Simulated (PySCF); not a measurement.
C$_{2}$H$_{7}$BeN, singlet, geometry from GFN2-xTB (such geometries of metal compounds can be far from the true shape).

The PySCF input:
```python
from pyscf import gto, scf, dft

mol = gto.Mole()
mol.atom = '''
    Be   -0.115784    0.324851    0.762293
    C     0.765418   -0.819830   -0.200031
    C     0.311256   -0.746103   -1.667631
    H     0.640042   -1.860514    0.111728
    H     1.849755   -0.679839   -0.203154
    H     0.491142    0.243085   -2.084167
    H    -0.752432   -0.956476   -1.760283
    H     0.849113   -1.469886   -2.283369
    N    -0.934173    1.334114    1.528909
    H    -0.946170    1.482541    2.524993
    H    -1.589147    1.998483    1.148695
'''
mol.basis = 'sto-3g'
mol.charge = 0
mol.spin = 0
mol.verbose = 4
mol.max_memory = 1800
mol.build()

mf = dft.RKS(mol)
mf.xc = 'pbe'
mf = mf.density_fit(auxbasis='def2-universal-jkfit')
mf.kernel()
```

### Question
What HOMO-LUMO gap does DF-PBE/STO-3G (PySCF) give?

### Answer
5.78 eV

### Question
What is the computed dipole moment (DF-PBE/STO-3G)?

### Answer
1.90 D

### Question
Predict the Mulliken (on the basis functions themselves) charges in atom order from DF-PBE/STO-3G.

### Answer
Be1 0.22, C2 -0.24, C3 -0.24, H4 0.07, H5 0.07, H6 0.07, H7 0.07, H8 0.07, N9 -0.48, H10 0.19, H11 0.19

### Question
What is the computed HOMO energy (DF-PBE/STO-3G)?

### Answer
-3.47 eV

### Question
Estimate the total energy that DF-PBE/STO-3G returns for this input.

### Answer
-147.8664 Eh
